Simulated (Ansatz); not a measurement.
Reaction R1 → P1 + P2, each structure at its B3LYP-D3(BJ)/def2-TZVP stationary point, reached from a drawn start (curvature not checked).
P1: CH4 (SMILES C), charge 0, multiplicity 1.
P2, CH2O (SMILES C=O) (charge 0, multiplicity 1):
```json
[
 {"atom": "O", "x (Å)": "0.0000", "y (Å)": "0.0000", "z (Å)": "1.1930"},
 {"atom": "C", "x (Å)": "0.0000", "y (Å)": "0.0000", "z (Å)": "-0.0059"},
 {"atom": "H", "x (Å)": "0.0000", "y (Å)": "0.9388", "z (Å)": "-0.5935"},
 {"atom": "H", "x (Å)": "0.0000", "y (Å)": "-0.9388", "z (Å)": "-0.5935"}
]
```
R1: C2H6O (SMILES COC), charge 0, multiplicity 1.

P less R. No zero-point or thermal terms.

Correlated levels freeze the cores. CBS(a, b) extrapolates the correlation energy as X⁻³ and adds the Hartree–Fock energy of set b.

Codes used: Ansatz (a first-principles code) with Gaussian orbitals. All values are computed, each at the level named.

Problem. Estimate the reaction energy that BHLYP/def2-TZVPP returns for this input.

Solution. 4.5 kcal/mol

Problem. What reaction energy does CCSD(T)/CBS(cc-pVTZ, cc-pVQZ) give?

Solution. 4.2 kcal/mol

Problem. What is the computed reaction energy (revPBE/def2-TZVPP)?

Solution. -0.9 kcal/mol
